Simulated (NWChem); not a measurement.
All runs are NWChem calculations. System: GaO, charge 0, spin multiplicity 2, at a geometry optimised with UPBE/def2-SVP. The structure started from a generated list of species. Its SCF solution wasn't tested for a lower state. Level: ROCCSD(T)/def2-TZVP, 10 core orbitals frozen.

The NWChem input:

```
start mol
memory heap 100 mb stack 700 mb global 1900 mb
geometry units angstroms nocenter noautoz
  Ga     0.000000     0.000000     0.351169
  O      0.000000     0.000000    -1.360781
  symmetry group C2v
end
basis spherical
  * library def2-tzvp
end
scf
  rohf
  nopen 1
  maxiter 100
  thresh 1e-7
  semidirect memsize 60000000 filesize 0
  # guess.movecs holds the orbitals of an unrestricted PBE0 run
  vectors input guess.movecs output mol.movecs
end
tce
  freeze core 10
  ccsd(t)
  2eorb
  2emet 13
  thresh 1e-6
  maxiter 100
  tilesize 24
end
task tce energy
```

NWChem printed:

```
             Northwest Computational Chemistry Package (NWChem) 7.3.0
             --------------------------------------------------------

                                NWChem Input Module
                                -------------------

 Scaling coordinates for geometry "geometry" by  1.889725989
 (inverse scale =  0.529177249)

 Turning off AUTOSYM since
 SYMMETRY directive was detected!

                             Geometry "geometry" -> ""
                             -------------------------

 Output coordinates in angstroms (scale by  1.889725989 to convert to a.u.)

  No.       Tag          Charge          X              Y              Z
 ---- ---------------- ---------- -------------- -------------- --------------
    1 Ga                  31.0000     0.00000000     0.00000000     0.35116900
    2 O                    8.0000     0.00000000     0.00000000    -1.36078100

 Effective nuclear repulsion energy (a.u.)      76.6587562440

            Nuclear Dipole moment (a.u.)
            ----------------------------
        X                 Y               Z
 ---------------- ---------------- ----------------
     0.0000000000     0.0000000000    -0.0000170075

      Symmetry information
      --------------------

 Group name             C2v
 Group number             16
 Group order               4
 No. of unique centers     2

      Symmetry unique atoms

     1    2


 Summary of "ao basis" -> "" (spherical)
 ------------------------------------------------------------------------------
       Tag                 Description            Shells   Functions and Types
 ---------------- ------------------------------  ------  ---------------------
 *                         def2-tzvp                  on all atoms

 Summary of "ao basis" -> "ao basis" (spherical)
 ------------------------------------------------------------------------------
       Tag                 Description            Shells   Functions and Types
 ---------------- ------------------------------  ------  ---------------------
 Ga                        def2-tzvp                16       48   6s5p4d1f
 O                         def2-tzvp                11       31   5s3p2d1f

                                 NWChem SCF Module
                                 -----------------

  ao basis        = "ao basis"
  functions       =    79
  atoms           =     2
  closed shells   =    19
  open shells     =     1
  charge          =   0.00
  wavefunction    = ROHF
  use symmetry    = T
  symmetry adapt  = T

 Summary of "ao basis" -> "ao basis" (spherical)
 ------------------------------------------------------------------------------
       Tag                 Description            Shells   Functions and Types
 ---------------- ------------------------------  ------  ---------------------
 Ga                        def2-tzvp                16       48   6s5p4d1f
 O                         def2-tzvp                11       31   5s3p2d1f

      Symmetry analysis of basis
      --------------------------

        a1         35
        a2          8
        b1         18
        b2         18

 Forming initial guess at       0.0s

      Symmetry analysis of molecular orbitals - initial
      -------------------------------------------------

  Numbering of irreducible representations:

     1 a1          2 a2          3 b1          4 b2

  Orbital symmetries:

     1 a1          2 a1          3 b2          4 b1          5 a1
     6 a1          7 a1          8 b1          9 b2         10 a1
[...]
    2 O    8     8.49   0.79  1.18  0.60  0.98  0.31  1.76  1.90  0.95  0.00  0.01  0.00

 Mulliken analysis of the open-shell density
 -------------------------------------------

    Atom       Charge   Shell Charges
 -----------   ------   -------------------------------------------------------
    1 Ga  31     0.20   0.00  0.00  0.00 -0.00  0.00  0.06  0.00  0.01 -0.00  0.11  0.01  0.01 -0.00  0.01 -0.00  0.00
    2 O    8     0.80   0.00 -0.00  0.00  0.00  0.01  0.34  0.34  0.11  0.00  0.00  0.00

       Multipole analysis of the density wrt the origin
       ------------------------------------------------

     L   x y z        total         open         nuclear
     -   - - -        -----         ----         -------
     0   0 0 0     -0.000000     -1.000000     39.000000

     1   1 0 0      0.000000     -0.000000      0.000000
     1   0 1 0     -0.000000      0.000000      0.000000
     1   0 0 1      0.949778      1.932158     -0.000017

     2   2 0 0    -14.814031     -0.707971      0.000000
     2   1 1 0      0.000000     -0.000000      0.000000
     2   1 0 1      0.000000     -0.000000      0.000000
     2   0 2 0    -14.814031     -0.707971      0.000000
     2   0 1 1      0.000000     -0.000000      0.000000
     2   0 0 2    -18.609980     -8.048269     66.552887

                   NWChem Extensible Many-Electron Theory Module
                   ---------------------------------------------


            General Information
            -------------------
      Number of processors :     1
         Wavefunction type : Restricted open-shell Hartree-Fock
          No. of electrons :    39
           Alpha electrons :    20
            Beta electrons :    19
           No. of orbitals :   158
            Alpha orbitals :    79
             Beta orbitals :    79
        Alpha frozen cores :    10
         Beta frozen cores :    10
     Alpha frozen virtuals :     0
      Beta frozen virtuals :     0
         Spin multiplicity : doublet
    Number of AO functions :    79
       Number of AO shells :    27
        Use of symmetry is : on
      Symmetry adaption is : on
         Schwarz screening : 0.10D-09

          Correlation Information
          -----------------------
          Calculation type : Coupled-cluster singles & doubles w/ perturbation
   Perturbative correction : (T)
            Max iterations :      100
        Residual threshold : 0.10D-05
     T(0) DIIS level shift : 0.00D+00
     L(0) DIIS level shift : 0.00D+00
     T(1) DIIS level shift : 0.00D+00
     L(1) DIIS level shift : 0.00D+00
     T(R) DIIS level shift : 0.00D+00
     T(I) DIIS level shift : 0.00D+00
   CC-T/L Amplitude update :  5-th order DIIS
                I/O scheme : Global Array Library
        L-threshold :  0.10D-05
        EOM-threshold :  0.10D-05
 no EOMCCSD initial starts read in
 TCE RESTART OPTIONS
 SLICE:      F
 D4D5:       F
 quantumc:   F
 qrotation:  F
 pwtce:      F
 qducc:      F
 nacto:                         0
 nrotv:                         0
 nrot:                          0

            Memory Information
            ------------------
          Available GA space size is     249024318 doubles
          Available MA space size is     104848508 doubles

 Maximum block size supplied by input
 Maximum block size        24 doubles

 tile_dim =     24

 -------------------------------------------------

 Global array virtual files algorithm will be used

 Parallel file system coherency ......... OK

 4-electron integrals stored in orbital form

 v2    file size   =          1600773
 4-index algorithm nr.  13 is used
 imaxsize =       30
 imaxsize ichop =        0


CCSD iterations
 ---------------------------------------------------------
 Iter          Residuum       Correlation     Cpu    Wall
 ---------------------------------------------------------
    1   0.2339932839956  -0.4183330503872     0.4     0.4
    2   0.1170980177557  -0.4130832183423     0.4     0.4
    3   0.1902443751328  -0.4175149298763     0.4     0.4
    4   0.2363107743300  -0.4279284636945     0.4     0.4
    5   0.3549838324531  -0.4159601056467     0.4     0.4
    6   0.0121034532592  -0.4262592042951     0.4     0.4
    7   0.0160873419407  -0.4268106211704     0.4     0.4
    8   0.0069117147166  -0.4274885949356     0.4     0.4
    9   0.0177978700513  -0.4275623515091     0.4     0.4
   10   0.0155027329991  -0.4285235558894     0.4     0.4
   11   0.0010303394867  -0.4290718059066     0.4     0.4
   12   0.0006397151515  -0.4291425699788     0.4     0.4
   13   0.0006293752725  -0.4291469480520     0.4     0.4
   14   0.0006932895362  -0.4291810183372     0.4     0.4
   15   0.0008144258157  -0.4291634939896     0.4     0.4
   16   0.0000896958796  -0.4291897013915     0.4     0.4
   17   0.0000698709202  -0.4291936676094     0.4     0.4
   18   0.0000404790876  -0.4291945740804     0.4     0.4
   19   0.0000495550032  -0.4291966661809     0.4     0.4
   20   0.0000276168908  -0.4291981786761     0.4     0.4
   21   0.0000108753529  -0.4292006456195     0.4     0.4
   22   0.0000082293400  -0.4292011869436     0.4     0.4
   23   0.0000055912489  -0.4292017475882     0.4     0.4
   24   0.0000093816883  -0.4292017015488     0.4     0.4
   25   0.0000092397963  -0.4292022448208     0.4     0.4
   26   0.0000011455286  -0.4292023774053     0.4     0.4
   27   0.0000014894275  -0.4292024065156     0.4     0.4
   28   0.0000009206983  -0.4292024410607     0.4     0.4
 -----------------------------------------------------------------
 Iterations converged
 CCSD correlation energy / hartree =        -0.429202441060715
 CCSD total energy / hartree       =     -1998.519308197675400

 Singles contributions
    20a1  (beta ) ---    19a1  (beta )        0.3563794427

 Doubles contributions
 CCSD(T)
 Using plain CCSD(T) code
             total no. of tasks         1850
 total no. of tasks / no. procs         1850
                         wl_min            4           1.3
                         wl_max       884736           9.8
        thresh for no. of tasks         1850

 CCSD[T]  correction energy / hartree =        -0.027550284544544
 CCSD[T] correlation energy / hartree =        -0.456752725605259
 CCSD[T] total energy / hartree       =     -1998.546858482219932
 CCSD(T)  correction energy / hartree =        -0.021457274119878
 CCSD(T) correlation energy / hartree =        -0.450659715180593
 CCSD(T) total energy / hartree       =     -1998.540765471795339

 Task  times  cpu:       21.9s     wall:       21.9s

 Total times  cpu:       21.9s     wall:       21.9s
```
